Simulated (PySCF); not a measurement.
## ZrCl₄, singlet: computed properties

Computed with PBE0/[Zr def2-TZVP with ECP28, Cl def2-TZVP], scalar-relativistic core potentials, density fitting, no spin–orbit coupling, PySCF.

The structure is a minimum.

Coordinates in bohr (charge 0 multiplicity 1):
```
Zr    0.0000    0.0000    0.0000
Cl    0.0000    3.5758   -2.5285
Cl    0.0000   -3.5758   -2.5285
Cl    3.5758    0.0000    2.5285
Cl   -3.5758    0.0000    2.5285
```

- Point group: Td
- Bond lengths: Zr–Cl 2.317 Å (×4)
- Bond angles: Cl–Zr–Cl 109.5° (×6)
- Heat capacity Cp at 298.15 K: 97.8 J/(mol K)
- Zero-point energy: 13.2 kJ/mol
- Lowest empty level: -2.70 eV
- Enthalpy at 298.15 K above 0 K: 22.47 kJ/mol
- Entropy at 298.15 K and 1 bar: 367.2 J/(mol K)
- Highest occupied level: -9.74 eV
- Rotational constants: 0.03366, 0.03366, 0.03366 cm⁻¹
- Rotational symmetry number: 12
- Principal polarisabilities: 88.6, 88.6, 88.6 bohr³
- Principal quadrupole moments (Buckingham, traceless) about the centre of mass: 0.00, 0.00, 0.00 D Å
- Atomisation energy without zero-point energy: 1972 kJ/mol
- Dipole moment: 0.00 D

Harmonic modes (masses in u: Zr 89.905, Cl 34.969):
```json
{"symmetry": "e", "ω (cm⁻¹)": "99", "IR (km/mol, summed over degenerate members)": "0.0"}
{"symmetry": "t2", "ω (cm⁻¹)": "109", "IR (km/mol, summed over degenerate members)": "8.7"}
{"symmetry": "a1", "ω (cm⁻¹)": "384", "IR (km/mol, summed over degenerate members)": "0.0"}
{"symmetry": "t2", "ω (cm⁻¹)": "434", "IR (km/mol, summed over degenerate members)": "364"}
```

In Td the vibrations span e + 2t2 + a1. The a1, e modes carry no infrared intensity, as symmetry demands.

Charges (e):
```json
{"atom": "Zr1", "Mulliken": "1.34", "Löwdin": "-0.50", "polar tensor": "2.31", "Mayer order to Zr1": "–"}
{"atom": "Cl2,3,4,5", "Mulliken": "-0.33", "Löwdin": "0.13", "polar tensor": "-0.58", "Mayer order to Zr1": "1.11"}
```

Mulliken populations on Zr1 (electrons outside its core potential): s 2.26, p 6.31, d 2.00, f 0.09.

Formally Zr is in oxidation state +4, d0. The polar-tensor charge on Zr, 2.31, is far below the formal one.

Only a few start shapes were tried, so a lower isomer may exist.

The final relaxation and frequency run took 44 s on 4 threads of a shared Arm Neoverse V2 host, with 188 basis functions and 6 gradients; the process peaked at 2.1 GiB.
